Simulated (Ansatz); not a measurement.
Consider the redistribution: `NC[SiH2]P` + `CN[SiH2]Cl` → `NC[SiH2][SiH2]Cl` + `CNP`.

Program: Ansatz. Geometries: PBE0-D4/def2-TZVP. ΔE: electronic, gas phase. CCSD(T)/CBS is the MP2 limit (def2-TZVPP, def2-QZVPP) plus CCSD(T) − MP2 in def2-TZVPP, frozen cores. Functionals use def2-TZVPP. Each species was taken in one conformer, which may not be the lowest.

`NC[SiH2]P`:

```xyz
12

N     1.351   -0.957   -0.931
C     0.839   -0.802    0.423
Si   -0.084    0.831    0.598
P    -1.739    0.865   -0.943
H     1.829   -1.841   -1.047
H     0.603   -0.928   -1.613
H     0.189   -1.620    0.774
H     1.683   -0.762    1.121
H     0.814    1.977    0.298
H    -0.599    0.963    1.989
H    -2.654    0.143   -0.131
H    -2.232    2.132   -0.538
```

`CN[SiH2]Cl`:

Z-matrix (Å, degrees):
```
C
N 1 1.450
H 1 1.096 2 113.1
H 1 1.093 2 110.8 3 -122.0
H 1 1.093 2 109.4 3 119.9
Si 2 1.697 1 123.8 3 -88.7
H 2 1.008 1 113.6 3 65.8
Cl 6 2.075 2 114.8 1 68.9
H 6 1.479 2 108.8 1 -48.4
H 6 1.479 2 108.1 1 -172.4
```

`NC[SiH2][SiH2]Cl`:

Z-matrix (Å, degrees):
```
C
Si 1 1.887
N 1 1.458 2 110.0
H 1 1.095 2 106.9 3 -118.1
H 1 1.101 2 109.2 3 127.3
Si 2 2.340 1 110.3 3 -173.1
H 2 1.491 1 109.5 3 -54.4
H 2 1.488 1 111.3 3 65.5
H 3 1.013 1 111.1 2 -177.6
H 3 1.012 1 110.8 2 63.5
Cl 6 2.071 2 108.3 1 54.9
H 6 1.485 2 112.8 1 173.8
H 6 1.486 2 112.5 1 -63.2
```

`CNP`:

```xyz
9

C     0.441    1.143   -0.212
N    -0.346   -0.062   -0.371
P    -0.588   -1.046    0.993
H     0.168    1.626    0.729
H     0.219    1.844   -1.022
H     1.526    0.971   -0.196
H    -0.190   -0.524   -1.254
H    -1.623   -1.868    0.475
H     0.393   -2.084    0.858
```

```tsv
level	ΔE (kJ/mol)
r2SCAN-D4	114.6
ωB97X-V	108.1
PBE	103.7
HF/CBS(def2)	109.8
```

Question: What does CCSD(T)/CBS give? (Best estimate.)

Answer: Computed: +114.8 kJ/mol. The listed levels differ from it by -0.2, -6.7, -11.1, -5.0 kJ/mol.

Largest T1 diagnostic among the species: 0.012.

In def2-TZVPP, CCSD(T) changes the Hartree–Fock value by +4.5 kJ/mol (the triples alone add +0.8 kJ/mol) and MP2 by +11.5 kJ/mol. From PBE to PBE0 (25 % exact exchange), in def2-TZVPP and without D4, ΔE moves by +3.1 kJ/mol.
